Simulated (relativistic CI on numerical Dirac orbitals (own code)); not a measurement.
# Electric-dipole transitions in Ni3+

Calculated at this level of theory: Dirac-Coulomb-Breit CI, orbitals from a KLI potential per configuration, model QED, valence Slater integrals scaled by 0.85, P86 correlation estimate, and configurations built on the next ion tied to the tabulated ionisation energy (semi-empirical) (own radial code, finite nucleus).

CI space (outside the closed core [Ne] 3s2): 3p6 3d7, 3p6 3d6 4s, 3p6 3d6 4p, 3p6 3d6 4d, 3p6 3d6 5s, 3p6 3d6 4f, 3p6 3d5 4s2, 3p6 3d6 5p, 3p5 3d8, 3p6 3d6 5d, 3p6 3d5 4s 4p, 3p6 3d6 5f, 3p6 3d6 5g, 3p6 3d5 4p2, 3p6 3d5 4s 4d, 3p4 3d9. Levels of other configurations are missing.

```csv
λ vac (Å),Lower,Upper,A (s⁻¹),gf,Branching (%)
426.62,3p6 3d7 4P_5/2 [5],3p6 3d6 4p 4S°_3/2 [227],2.05e+09,2.24e-01,40.3
440.11,3p6 3d7 4P_5/2 [5],3p6 3d6 4p 4D°_7/2 [218],1.38e+09,3.21e-01,52.3
463.60,3p6 3d7 4F_9/2 [1],3p6 3d6 4p 4G°_9/2 [150],7.59e+08,2.44e-01,41.8
464.63,3p6 3d7 4F_7/2 [2],3p6 3d6 4p 4F°_7/2 [155],1.26e+09,3.26e-01,48.8
465.63,3p6 3d7 4F_5/2 [3],3p6 3d6 4p 4F°_5/2 [158],1.74e+09,3.39e-01,55.4
465.87,3p6 3d7 4F_9/2 [1],3p6 3d6 4p 4F°_9/2 [144],1.16e+09,3.77e-01,37.0
466.41,3p6 3d7 4F_3/2 [4],3p6 3d6 4p 4F°_3/2 [159],2.45e+09,3.20e-01,62.4
467.63,3p6 3d7 4F_9/2 [1],3p6 3d6 4p 4G°_11/2 [137],8.85e+08,3.48e-01,44.3
467.82,3p6 3d7 4F_9/2 [1],3p6 3d6 4p 4G°_9/2 [136],6.53e+08,2.14e-01,27.9
468.38,3p6 3d7 4F_7/2 [2],3p6 3d6 4p 4F°_9/2 [144],9.47e+08,3.12e-01,30.3
468.74,3p6 3d7 4F_5/2 [3],3p6 3d6 4p 4G°_7/2 [149],9.22e+08,2.43e-01,34.9
470.35,3p6 3d7 4F_7/2 [2],3p6 3d6 4p 4G°_9/2 [136],4.90e+08,1.63e-01,20.9
471.20,3p6 3d7 4F_9/2 [1],3p6 3d6 4p 4D°_7/2 [130],2.72e+09,7.24e-01,67.2
471.82,3p6 3d7 4F_7/2 [2],3p6 3d6 4p 4D°_5/2 [132],1.66e+09,3.33e-01,48.3
471.88,3p6 3d7 4F_5/2 [3],3p6 3d6 4p 4G°_7/2 [138],6.63e+08,1.77e-01,26.4
472.52,3p6 3d7 4F_5/2 [3],3p6 3d6 4p 4D°_3/2 [135],2.17e+09,2.90e-01,55.6
472.72,3p6 3d7 4F_3/2 [4],3p6 3d6 4p 4D°_1/2 [140],3.19e+09,2.14e-01,70.0
482.40,3p6 3d7 4P_5/2 [5],3p6 3d6 4p 4P°_5/2 [178],1.63e+09,3.41e-01,44.7
483.02,3p6 3d7 4F_9/2 [1],3p6 3d6 4p 4G°_11/2 [105],1.78e+09,7.45e-01,66.1
484.42,3p6 3d7 4F_7/2 [2],3p6 3d6 4p 4G°_9/2 [109],1.35e+09,4.74e-01,51.7
485.46,3p6 3d7 4F_5/2 [3],3p6 3d6 4p 4G°_7/2 [110],7.32e+08,2.07e-01,37.1
486.05,3p6 3d7 4F_3/2 [4],3p6 3d6 4p 4G°_5/2 [112],1.08e+09,2.29e-01,46.6
528.00,3p6 3d7 4F_9/2 [1],3p6 3d6 4p 4F°_9/2 [93],9.57e+08,4.00e-01,49.3
528.23,3p6 3d7 4F_7/2 [2],3p6 3d6 4p 4F°_7/2 [97],6.72e+08,2.25e-01,34.1
529.01,3p6 3d7 4F_9/2 [1],3p6 3d6 4p 4D°_7/2 [91],2.39e+09,8.02e-01,58.8
530.42,3p6 3d7 4F_7/2 [2],3p6 3d6 4p 4D°_5/2 [94],2.15e+09,5.44e-01,53.6
531.40,3p6 3d7 4F_5/2 [3],3p6 3d6 4p 4D°_3/2 [95],2.15e+09,3.64e-01,53.5
532.15,3p6 3d7 4F_3/2 [4],3p6 3d6 4p 4D°_1/2 [96],2.75e+09,2.34e-01,68.8
566.54,3p6 3d7 4P_5/2 [5],3p6 3d6 4p 4P°_5/2 [102],1.64e+09,4.73e-01,49.6
1552.6,3p6 3d6 4s 6D_7/2 [21],3p6 3d6 4p 6D°_7/2 [68],4.02e+08,1.16e+00,45.3
```

Terms are leading LS components. Brackets give the number of a level in order of energy, since labels repeat. The list gives strong lines, with weight on those to low levels, without configurations that were not tied to measured data, without lines whose two gauges differ by over a factor of 2.5, among the lowest 300 of 3825 levels, so that lines to higher ones, which can be the strongest, are missing, and without lines across small gaps between configurations, and without 149 lines that miss the measured interval by over 3.5 %, start from a term whose rates miss tabulated ones by over 60 %, have gauges far apart or, lacking measured levels, span too small a gap for the errors found; lines with a level outside our table were not tested and can miss by more. Levels whose partners in the same complex of configurations lie outside the list can be far off, and so can their lines. Rates are taken at the computed energies, electric ones in the length gauge.

Configurations that consist of the next ion and one excited electron were tied to the tabulated ionisation energy; Rydberg ones are usually within 1,000 to 3,000 cm⁻¹ and the lowest ones within about 6,000 (9,000 in d shells), while levels on excited terms of the next ion carry the error of that term, and the other configurations can be misplaced by 10,000 cm⁻¹ or more. Rates follow the energies as ν³ (E1, M1) or ν⁵ (E2), so rates, branching and lifetimes can be off by large factors. The fine structure of a lone outer electron comes out too small, for d and f at times inverted, and misplaced configurations move strength between like terms. 54 of the 54 excited levels that our extract of the measured tables holds in this range could be paired (the sources list more); they are missed by 2212 cm⁻¹ on average and 4782 at most, and levels without a partner can miss by more.
